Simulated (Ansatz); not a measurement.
`O[Si](Cl)(Br)Br`, charge 0, multiplicity 1.

Task: Give a relaxed structure at PBE0-D4/def2-TZVP (Ansatz). (Estimate.)

Result: The calculation gave: 
```xyz
6

O     0.699    0.498    1.063
Si   -0.126   -0.224   -0.127
Cl   -2.095    0.279   -0.066
Br    0.658    0.364   -2.098
Br    0.101   -2.374    0.178
H     0.763    1.457    1.051
```
